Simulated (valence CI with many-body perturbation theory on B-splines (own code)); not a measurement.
Mn2+: electric-dipole lines

Method: valence CI with perturbative core correlation (CI+MBPT): five valence electrons over a frozen Dirac-Fock core [Ar], a basis of 7 s, 7 p, 8 d, 6 f, 4 g, 1 h functions for each j, with the one-electron correlation potential Σ1 (screened to all orders), the two-electron term Σ2, the three-electron term Σ3, Breit, model QED; selected single and double excitations, second order for the rest, scaled by the run's own slope (own B-spline code, finite nucleus).

Set against measurement, 66 paired levels are off by 3392 cm⁻¹ on average, the worst by 6534. These come from a selection out of Corliss and Sugar, J. Phys. Chem. Ref. Data 6, 1253 (1977). Levels without a partner in it may be off by more, other configurations by 1,000 to 8,000 cm⁻¹. Among the levels kept, up to 2300 cm⁻¹ of a level comes from second order outside the variational space, and about a tenth of that is noise between levels of different J, which matters for small intervals.

Lines 251 to 300 of 573 in falling wavelength, among levels below 17.628 eV, chosen from the strongest by gf and those to the six lowest levels. Wavelengths and rates use the calculated energies, so an error of 3000 cm⁻¹ moves a line at 2044 Å by 6.1 % and its rate by three times that or more. Electric multipoles are in the length gauge, E1 and E2 with the static RPA response of the core. Weak lines are less certain than strong ones. Lines between different terms over intervals too small for the method are left out, as are lines whose strength nearly cancels. Where a level lies close to another of its J and parity, the split of strength between their lines is uncertain. The highest levels of a list are the least certain.

Names give the largest LS component (configuration and term), which can be under half, so a name can repeat, a term be missing and a line seem to break the LS rules; names also repeat where a configuration has a term twice. Letters in brackets count levels of one name in rising energy.

| λ vac (Å) | Upper | Lower | A (s⁻¹) | S (a.u.) with core polarisation | S without |
| --- | --- | --- | --- | --- | --- |
| 2044 | 3d4 4p 4F°_7/2 [d] | 3d4 4s 4D_5/2 [b] | 3.74e+08 | 1.26e+01 | 1.36e+01 |
| 2042 | 3d4 4p 2G°_7/2 [d] | 3d4 4s 2G_7/2 [b] | 3.57e+08 | 1.20e+01 | 1.29e+01 |
| 2040 | 3d4 4p 4P°_3/2 [b] | 3d4 4s 4P_1/2 [a] | 1.71e+08 | 2.87e+00 | 3.09e+00 |
| 2036 | 3d4 4p 4F°_9/2 [d] | 3d4 4s 4D_7/2 [b] | 3.92e+08 | 1.63e+01 | 1.76e+01 |
| 2035 | 3d4 4p 2G°_9/2 [d] | 3d4 4s 2G_9/2 [b] | 3.73e+08 | 1.55e+01 | 1.67e+01 |
| 2034 | 3d4 4p 4P°_5/2 [b] | 3d4 4s 4P_3/2 [a] | 9.92e+07 | 2.47e+00 | 2.66e+00 |
| 2029 | 3d4 4p 4D°_7/2 [c] | 3d4 4s 4F_9/2 [a] | 1.42e+08 | 4.68e+00 | 5.04e+00 |
| 2028 | 3d4 4p 2H°_11/2 [c] | 3d4 4s 2G_9/2 [a] | 4.89e+07 | 2.42e+00 | 2.58e+00 |
| 2028 | 3d4 4p 2H°_9/2 [c] | 3d4 4s 2G_7/2 [a] | 2.18e+07 | 8.96e-01 | 9.55e-01 |
| 2028 | 3d4 4p 4D°_5/2 [c] | 3d4 4s 4F_7/2 [a] | 1.45e+08 | 3.58e+00 | 3.86e+00 |
| 2026 | 3d4 4p 2H°_11/2 [b] | 3d4 4s 4G_11/2 | 7.48e+07 | 3.68e+00 | 3.96e+00 |
| 2025 | 3d4 4p 4G°_11/2 [c] | 3d4 4s 2H_11/2 | 2.90e+07 | 1.42e+00 | 1.53e+00 |
| 2022 | 3d4 4p 4D°_7/2 [c] | 3d4 4s 4P_5/2 [a] | 1.08e+08 | 3.51e+00 | 3.78e+00 |
| 2019 | 3d4 4p 4G°_9/2 [c] | 3d4 4s 2H_9/2 | 2.25e+07 | 9.16e-01 | 9.82e-01 |
| 2019 | 3d4 4p 4D°_3/2 [c] | 3d4 4s 4F_5/2 [a] | 2.88e+08 | 4.69e+00 | 5.04e+00 |
| 2018 | 3d4 4p 2H°_11/2 [d] | 3d4 4s 2G_9/2 [b] | 4.23e+07 | 2.06e+00 | 2.21e+00 |
| 2018 | 3d4 4p 4D°_3/2 [c] | 3d4 4s 4F_3/2 [a] | 5.40e+07 | 8.76e-01 | 9.43e-01 |
| 2018 | 3d4 4p 4P°_3/2 [a] | 3d4 4s 6D_1/2 | 7.15e+07 | 1.16e+00 | 1.25e+00 |
| 2018 | 3d4 4p 4D°_1/2 [c] | 3d4 4s 4F_3/2 [a] | 3.44e+08 | 2.79e+00 | 3.00e+00 |
| 2016 | 3d4 4p 2G°_9/2 [b] | 3d4 4s 4G_9/2 | 6.12e+07 | 2.48e+00 | 2.66e+00 |
| 2012 | 3d4 4p 2F°_5/2 [a] | 3d4 4s 4F_7/2 [a] | 1.30e+08 | 3.13e+00 | 3.36e+00 |
| 2010 | 3d4 4p 2I°_11/2 [a] | 3d4 4s 4H_13/2 | 4.70e+07 | 2.26e+00 | 2.43e+00 |
| 2005 | 3d4 4p 4G°_9/2 [b] | 3d4 4s 4H_11/2 | 2.10e+08 | 8.36e+00 | 9.00e+00 |
| 2005 | 3d4 4p 4G°_11/2 [b] | 3d4 4s 4H_13/2 | 1.26e+08 | 6.02e+00 | 6.48e+00 |
| 2005 | 3d4 4p 4P°_5/2 [a] | 3d4 4s 6D_5/2 | 4.82e+07 | 1.15e+00 | 1.24e+00 |
| 2003 | 3d4 4p 2F°_7/2 [a] | 3d4 4s 4F_9/2 [a] | 1.11e+08 | 3.53e+00 | 3.80e+00 |
| 2003 | 3d4 4p 4G°_7/2 [b] | 3d4 4s 4H_9/2 | 2.39e+08 | 7.57e+00 | 8.15e+00 |
| 2000 | 3d4 4p 4G°_9/2 [b] | 3d4 4s 4H_9/2 | 3.23e+07 | 1.28e+00 | 1.37e+00 |
| 2000 | 3d4 4p 4G°_5/2 [b] | 3d4 4s 4H_7/2 | 2.73e+08 | 6.47e+00 | 6.97e+00 |
| 2000 | 3d4 4p 6D°_7/2 | 3d4 4s 6D_9/2 | 8.70e+07 | 2.75e+00 | 2.96e+00 |
| 1999 | 3d4 4p 4G°_5/2 [c] | 3d4 4s 4G_5/2 | 2.16e+08 | 5.10e+00 | 5.49e+00 |
| 1998 | 3d4 4p 4G°_7/2 [b] | 3d4 4s 4H_7/2 | 3.04e+07 | 9.58e-01 | 1.03e+00 |
| 1998 | 3d4 4p 2H°_11/2 [d] | 3d4 4s 2I_11/2 | 1.97e+07 | 9.31e-01 | 9.99e-01 |
| 1998 | 3d4 4p 4P°_5/2 [a] | 3d4 4s 6D_3/2 | 8.38e+07 | 1.98e+00 | 2.13e+00 |
| 1997 | 3d4 4p 2H°_11/2 [d] | 3d4 4s 2I_13/2 | 3.54e+08 | 1.67e+01 | 1.79e+01 |
| 1997 | 3d4 4p 4S°_3/2 | 3d4 4s 4P_5/2 [a] | 2.32e+08 | 3.65e+00 | 3.92e+00 |
| 1997 | 3d4 4p 4G°_7/2 [c] | 3d4 4s 4G_7/2 | 2.96e+08 | 9.29e+00 | 1.00e+01 |
| 1996 | 3d4 4p 2F°_7/2 [a] | 3d4 4s 4P_5/2 [a] | 4.48e+07 | 1.40e+00 | 1.51e+00 |
| 1993 | 3d4 4p 4G°_9/2 [c] | 3d4 4s 4G_9/2 | 2.39e+08 | 9.34e+00 | 1.01e+01 |
| 1990 | 3d4 4p 6D°_5/2 | 3d4 4s 6D_7/2 | 1.45e+08 | 3.37e+00 | 3.63e+00 |
| 1989 | 3d4 4p 2F°_5/2 [b] | 3d4 4s 4G_5/2 | 1.00e+08 | 2.33e+00 | 2.51e+00 |
| 1989 | 3d4 4p 4G°_11/2 [c] | 3d4 4s 4G_11/2 | 2.33e+08 | 1.08e+01 | 1.17e+01 |
| 1989 | 3d4 4p 4D°_5/2 [c] | 3d4 4s 4P_3/2 [a] | 3.44e+07 | 8.01e-01 | 8.61e-01 |
| 1989 | 3d4 4p 6D°_9/2 | 3d4 4s 6D_9/2 | 3.64e+08 | 1.41e+01 | 1.52e+01 |
| 1988 | 3d4 4p 6D°_7/2 | 3d4 4s 6D_7/2 | 2.13e+08 | 6.61e+00 | 7.12e+00 |
| 1987 | 3d4 4p 2H°_9/2 [d] | 3d4 4s 2I_11/2 | 4.01e+08 | 1.55e+01 | 1.67e+01 |
| 1986 | 3d4 4p 6D°_3/2 | 3d4 4s 6D_5/2 | 2.24e+08 | 3.47e+00 | 3.74e+00 |
| 1984 | 3d4 4p 4F°_9/2 [c] | 3d4 4s 4F_9/2 [a] | 2.36e+07 | 9.10e-01 | 9.79e-01 |
| 1984 | 3d4 4p 6D°_1/2 | 3d4 4s 6D_3/2 | 2.96e+08 | 2.28e+00 | 2.46e+00 |
| 1980 | 3d4 4p 6D°_5/2 | 3d4 4s 6D_5/2 | 4.62e+07 | 1.06e+00 | 1.14e+00 |
